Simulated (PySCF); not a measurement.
C₂H₃ClF₂Si. Atoms are numbered in the order given.

```xyz
9

F      2.0429    -1.5809    -0.3686
Si     1.0591    -0.3168    -0.1567
F      1.1384     0.5581    -1.5104
C     -0.6410    -1.0073     0.0864
C     -1.6931    -0.2970     0.4988
Cl    -1.6190     1.3970     0.8275
H      1.5739     0.5043     0.9574
H     -0.8128    -2.0748    -0.0936
H     -2.6917    -0.7124     0.6631
```

Coordinates come from a PBE0-D3(BJ)/def2-SVP optimisation. The structure was generated by enumeration; whether it is a known compound was not checked. The values are those of a single conformer.

Level of theory: PBE0-D3(BJ)/def2-SVP run with PySCF.

Frequencies are harmonic and unscaled.

| mode | ν (cm⁻¹) | IR (km/mol) | moving atoms (share of kinetic energy) |
|---|---|---|---|
| 1 | 36 | 1.3 | F 53 %, Cl 24 %, C 12 % |
| 2 | 103 | 1.3 | Cl 42 %, F 30 %, C 12 %, Si 11 % |
| 3 | 183 | 1.9 | F 43 %, C 21 %, Si 13 %, H 12 %, Cl 10 % |
| 4 | 247 | 12.8 | F 47 %, Si 20 %, C 16 %, H 11 % |
| 5 | 312 | 16.6 | F 62 %, Si 19 %, C 13 % |
| 6 | 432 | 31.2 | C 51 %, F 18 %, Si 16 %, H 14 % |
| 7 | 523 | 0.8 | C 65 %, Cl 11 %, H 9 %, Si 9 % |
| 8 | 693 | 27.2 | C 55 %, Cl 16 %, Si 14 %, H 11 % |
| 9 | 717 | 59.3 | H 72 %, C 23 % |
| 10 | 815 | 76.9 | H 49 %, C 23 %, F 12 %, Si 9 % |
| 11 | 827 | 52.2 | H 71 %, C 19 % |
| 12 | 843 | 31.2 | H 66 %, F 17 %, C 12 % |
| 13 | 895 | 279.0 | F 44 %, Si 41 %, H 13 % |
| 14 | 974 | 15.4 | H 72 %, C 21 % |
| 15 | 974 | 202.0 | Si 45 %, F 37 %, H 15 % |
| 16 | 1149 | 6.4 | H 89 %, C 9 % |
| 17 | 1319 | 18.0 | H 75 %, C 24 % |
| 18 | 1673 | 140.7 | C 96 % |
| 19 | 2328 | 87.5 | H 97 % |
| 20 | 3189 | 3.6 | H 92 % |
| 21 | 3223 | 0.7 | H 91 %, C 9 % |
